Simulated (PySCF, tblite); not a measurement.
Isomers of C4H16OSi3. All values are computed: GFN2-xTB (tblite) harmonic vibrations without scaling, gas phase. The method is semi-empirical: single wavenumbers can be off by several per cent or more. Modes of hydrogen on silicon can be 10 to 20 % off. One conformer each.

Electronic energies: PBE0/pcSseg-1 single points on the GFN2-xTB geometries (PySCF, gas phase).

```tsv
SMILES	electronic energy, lowest = 0 (kJ/mol)
CC(C)O[SiH2]C([SiH3])[SiH3]	0.0
C[C@]([SiH3])(CO)C[SiH2][SiH3]	165.6
OCC[C@@H]([SiH3])[SiH2]C[SiH3]	115.3
C[SiH2]CO[C@@H]([SiH3])C[SiH3]	181.4
CC(C)(C[SiH2][SiH3])[SiH2]O	11.8
CC(C)OC([SiH3])([SiH3])[SiH3]	207.6
```

**Question.** How do GFN2-xTB zero-point energies change the relative energies?

**Answer.** 
```json
{"SMILES": "CC(C)O[SiH2]C([SiH3])[SiH3]", "ZPE (kJ/mol)": "467.6", "of it from modes above 1550 cm⁻¹": "250.2", "electronic (kJ/mol)": "0.0", "with ZPE, lowest = 0 (kJ/mol)": "0.0", "lowest mode (cm⁻¹)": "16", "rings": "0"}
{"SMILES": "CC(C)(C[SiH2][SiH3])[SiH2]O", "ZPE (kJ/mol)": "473.6", "of it from modes above 1550 cm⁻¹": "257.6", "electronic (kJ/mol)": "11.8", "with ZPE, lowest = 0 (kJ/mol)": "17.8", "lowest mode (cm⁻¹)": "12", "rings": "0"}
{"SMILES": "OCC[C@@H]([SiH3])[SiH2]C[SiH3]", "ZPE (kJ/mol)": "467.1", "of it from modes above 1550 cm⁻¹": "251.6", "electronic (kJ/mol)": "115.3", "with ZPE, lowest = 0 (kJ/mol)": "114.8", "lowest mode (cm⁻¹)": "29", "rings": "0"}
{"SMILES": "C[C@]([SiH3])(CO)C[SiH2][SiH3]", "ZPE (kJ/mol)": "468.1", "of it from modes above 1550 cm⁻¹": "251.5", "electronic (kJ/mol)": "165.6", "with ZPE, lowest = 0 (kJ/mol)": "166.1", "lowest mode (cm⁻¹)": "41", "rings": "0"}
{"SMILES": "C[SiH2]CO[C@@H]([SiH3])C[SiH3]", "ZPE (kJ/mol)": "463.9", "of it from modes above 1550 cm⁻¹": "248.9", "electronic (kJ/mol)": "181.4", "with ZPE, lowest = 0 (kJ/mol)": "177.7", "lowest mode (cm⁻¹)": "23", "rings": "0"}
{"SMILES": "CC(C)OC([SiH3])([SiH3])[SiH3]", "ZPE (kJ/mol)": "458.9", "of it from modes above 1550 cm⁻¹": "247.5", "electronic (kJ/mol)": "207.6", "with ZPE, lowest = 0 (kJ/mol)": "198.9", "lowest mode (cm⁻¹)": "49", "rings": "0"}
```

The zero-point energies span 14.7 kJ/mol, from `CC(C)OC([SiH3])([SiH3])[SiH3]` to `CC(C)(C[SiH2][SiH3])[SiH2]O`. The order is unchanged.

**Question.** And how do the electronic energies of GFN2-xTB itself compare?

**Answer.** `CC(C)O[SiH2]C([SiH3])[SiH3]` 0.0; `CC(C)(C[SiH2][SiH3])[SiH2]O` 40.9; `OCC[C@@H]([SiH3])[SiH2]C[SiH3]` 196.1; `C[C@]([SiH3])(CO)C[SiH2][SiH3]` 200.5; `C[SiH2]CO[C@@H]([SiH3])C[SiH3]` 183.3; `CC(C)OC([SiH3])([SiH3])[SiH3]` 171.3 kJ/mol, lowest = 0. Against the energies above, taken from the same isomer `CC(C)O[SiH2]C([SiH3])[SiH3]`, the largest difference is 80.8 kJ/mol.

**Question.** What do entropy and thermal enthalpy add at 298.15 K and 1 bar (rigid rotor, harmonic oscillator, one conformer each)?

**Answer.** 
| SMILES | point group | symmetry number | S (J/(mol K)) | H − H(0) (kJ/mol) | ZPE + H − H(0) − TS (kJ/mol) |
| --- | --- | --- | --- | --- | --- |
| OCC[C@@H]([SiH3])[SiH2]C[SiH3] | C1 | 1 | 503.5 | 39.88 | 356.9 |
| C[C@]([SiH3])(CO)C[SiH2][SiH3] | C1 | 1 | 489.6 | 39.93 | 362.0 |
| CC(C)OC([SiH3])([SiH3])[SiH3] | Cs | 1 | 493.6 | 41.06 | 352.8 |

Not tabulated: `CC(C)O[SiH2]C([SiH3])[SiH3]` (lowest mode only 16 cm⁻¹); `CC(C)(C[SiH2][SiH3])[SiH2]O` (lowest mode only 12 cm⁻¹); `C[SiH2]CO[C@@H]([SiH3])C[SiH3]` (lowest mode only 23 cm⁻¹).
